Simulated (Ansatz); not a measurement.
Reaction (cleavage of the Al–Al bond): `[CH3][Al]([AlH2])[SiH3]` + `C/N=C/[SeH]` → `C/N=C\[Se][AlH2]` + `[CH3][AlH][SiH3]`

Gas-phase electronic energies from Ansatz, PBE0-D4/def2-TZVP geometries. CBS: MP2 limit from def2 TZ/QZ plus the TZ coupled-cluster correction, frozen cores. Double bonds are as drawn, so ΔE can hold a change between cis and trans. DFT in def2-TZVPP. For Se outer-core shells are correlated without core-valence functions, which leaves a few kJ/mol of doubt a bond. Scalar relativity is left out up to krypton. Each species was taken in one conformer, which may not be the lowest.

`[CH3][Al]([AlH2])[SiH3]`:

Cartesian coordinates in Å:
```
C -0.023 -2.087 0.336
Al -0.187 -0.145 0.101
Al -2.232 1.262 0.855
Si 1.712 1.016 -0.974
H 0.871 -2.317 0.926
H -0.880 -2.558 0.821
H 0.123 -2.568 -0.638
H -3.476 1.532 -0.109
H -2.312 1.941 2.298
H 2.762 0.113 -1.533
H 2.390 1.916 0.008
H 1.252 1.896 -2.091
```

`C/N=C/[SeH]`:

Cartesian coordinates in Å:
```
C 0.192 -1.345 -0.671
N -0.112 -0.579 0.509
C -0.116 0.670 0.419
Se -0.511 1.736 1.943
H 0.397 -0.727 -1.557
H 1.060 -1.979 -0.474
H -0.646 -2.012 -0.892
H 0.097 1.231 -0.500
H -0.361 3.005 1.221
```

`C/N=C\[Se][AlH2]`:

```xyz
11

C     1.225    0.982   -0.552
N     1.451   -0.431   -0.466
C     0.550   -1.285   -0.577
Se   -1.372   -1.022   -0.933
Al   -1.942   -0.175    1.139
H     1.327    1.415    0.447
H     0.241    1.244   -0.959
H     2.007    1.424   -1.173
H     0.797   -2.343   -0.510
H    -3.476    0.127    1.371
H    -0.807    0.065    2.213
```

`[CH3][AlH][SiH3]`:

```xyz
10

C    -0.868   -1.403   -0.958
Al    0.623   -0.193   -0.596
Si    0.493    1.441    1.240
H    -0.534   -2.445   -0.916
H    -1.705   -1.288   -0.267
H    -1.245   -1.243   -1.974
H     1.923   -0.277   -1.511
H     0.262    0.757    2.548
H    -0.662    2.368    1.042
H     1.712    2.284    1.392
```

CCSD(T)/CBS gives -120.8 kJ/mol.

(1) Another level gave -114.4 kJ/mol. Which?
A. r2SCAN-D4/def2-TZVPP
B. PBE/def2-TZVPP
C. ωB97M-V/def2-TZVPP
D. CCSD(T)/def2-TZVPP

Largest T1 diagnostic among the species: 0.013.

## Answers

(1) D. CCSD(T)/def2-TZVPP -114.4, PBE -102.7, r2SCAN-D4 -119.9, ωB97M-V -124.4 kJ/mol.

The D4 term adds −7.7 kJ/mol with B3LYP and −3.9 kJ/mol with PBE0; it sums over pairs of atoms, weighted by their polarisabilities, and B3LYP, whose exchange is more repulsive, gets the larger term.

B3LYP here is the variant with VWN-RPA as its local correlation; programs differ in this.
